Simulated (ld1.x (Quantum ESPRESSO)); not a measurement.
## Which change was made? (Ga, RRKJ)

Ga, norm-conserving RRKJ (Kleinman–Bylander form), made with ld1.x (Quantum ESPRESSO) 7.5 (PBE, scalar-relativistic). Core [Ar], reference 3d10 4s1 4p0 (charge +2). Waves: 4p (bound, empty): rc 2.30 bohr; 3d (bound): rc 1.30 bohr; 4s (bound): rc 1.60 bohr. Local part: the s channel. Core correction: none.

Cutoffs, loose and tight: the cutoffs (Ry, on a coarse ladder) from which the occupation-weighted sum of valence levels, in a spherical-Bessel basis at the reference potential, stays within 10 and 1 mRy of its value at 400 Ry. They do not see the model core or the augmentation charge, which bear on the density cutoff. Test errors are all-electron minus pseudo excitation energies from the reference, over the configurations 3d10 4s2 4p1; 3d10 4s2 4p0; 3d10 4s0 4p0; 3d10 4s1 4p1; 3d9 4s2 4p2; 3d9 4s0 4p0; 3d9 4s2 4p1; variants that change the core or the reference have their own tests.

The base gives: outcome: generated; cutoff, loose: 140 Ry; cutoff, tight: 200 Ry; bound ghosts: none; largest test error (meV): -451.

After one change the result is: outcome: generated; cutoff, loose: 140 Ry; cutoff, tight: 200 Ry; bound ghosts: none; largest test error (meV): -591. Which change was it?
A. type ultrasoft; waves now 4s (bound): rcut 1.40, rcutus 1.60 bohr; 4s channel at -0.6 Ry: rcut 1.40, rcutus 1.60 bohr; 4p (bound): rcut 2.00, rcutus 2.30 bohr; 4p channel at -0.6 Ry: rcut 2.00, rcutus 2.30 bohr; 3d (bound): rcut 1.15, rcutus 1.30 bohr; 3d channel at -2 Ry: rcut 1.15, rcutus 1.30 bohr; local potential all-electron potential smoothed inside 1.90 bohr (lloc = -1); augmentation PSQ, inside the norm-conserving radii
B. core correction a·sin(br)/r model core inside 0.56 bohr
C. wave 3d (bound): rc 1.30 bohr becomes 3d (bound): rc 0.84 bohr
D. reference 3d10 4s2 4p0

B. The others give: type ultrasoft; waves now 4s (bound): rcut 1.40, rcutus 1.60 bohr; 4s channel at -0.6 Ry: rcut 1.40, rcutus 1.60 bohr; 4p (bound): rcut 2.00, rcutus 2.30 bohr; 4p channel at -0.6 Ry: rcut 2.00, rcutus 2.30 bohr; 3d (bound): rcut 1.15, rcutus 1.30 bohr; 3d channel at -2 Ry: rcut 1.15, rcutus 1.30 bohr; local potential all-electron potential smoothed inside 1.90 bohr (lloc = -1); augmentation PSQ, inside the norm-conserving radii → outcome: generated; cutoff, loose: 90 Ry; cutoff, tight: 140 Ry; bound ghosts: none; largest test error (meV): -76 | wave 3d (bound): rc 1.30 bohr becomes 3d (bound): rc 0.84 bohr → outcome: generated; cutoff, loose: 260 Ry; cutoff, tight: over 300 Ry; bound ghosts: none; largest test error (meV): -859 | reference 3d10 4s2 4p0 → outcome: generated; cutoff, loose: 140 Ry; cutoff, tight: 200 Ry; bound ghosts: none; largest test error (meV): -207.
